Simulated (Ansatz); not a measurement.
Start from `C/C=N\[SiH2]Cl` and change one atom or group (the configuration at the double bond changes too) to get `C/C=N/C`.

Ansatz, PBE0-D4/def2-TZVP geometries, multiplicity 1. Each molecule was computed in one conformer, which needn't be the lowest.

```json
{"property": "HOMO–LUMO gap (PBE/def2-TZVPP) / eV", "`C/C=N\\[SiH2]Cl`": "3.87"}
{"property": "size of the dipole moment (B3LYP/def2-TZVPP) / D", "`C/C=N\\[SiH2]Cl`": "2.28"}
{"property": "LUMO energy (B3LYP/def2-TZVPP) / eV", "`C/C=N\\[SiH2]Cl`": "-1.20"}
{"property": "HOMO–LUMO gap (B3LYP/def2-TZVPP) / eV", "`C/C=N\\[SiH2]Cl`": "5.84"}
{"property": "size of the dipole moment (PBE/def2-TZVPP) / D", "`C/C=N\\[SiH2]Cl`": "2.24"}
{"property": "HOMO energy (PBE0/def2-TZVPP) / eV", "`C/C=N\\[SiH2]Cl`": "-7.27"}
```

Q: Give the same properties after the change, and the shifts. (Estimate.)

A: The calculation gave: 
```
                                        property  `C/C=N/C`  shift
             HOMO–LUMO gap (PBE/def2-TZVPP) / eV       4.72   0.85
size of the dipole moment (B3LYP/def2-TZVPP) / D       1.44  -0.84
             LUMO energy (B3LYP/def2-TZVPP) / eV      -0.12   1.08
           HOMO–LUMO gap (B3LYP/def2-TZVPP) / eV       6.84   1.00
  size of the dipole moment (PBE/def2-TZVPP) / D       1.33  -0.91
              HOMO energy (PBE0/def2-TZVPP) / eV      -7.18   0.09
```

With PBE0 the HOMO rises by 0.09 eV and the LUMO rises by 1.12 eV, so the gap widens by about 1.03 eV. PBE moves the HOMO by 0.21 eV and ωB97M-V by -0.01 eV. Dipoles are sizes alone; their direction can turn.

B3LYP here is the variant with VWN-RPA as its local correlation; programs differ in this.
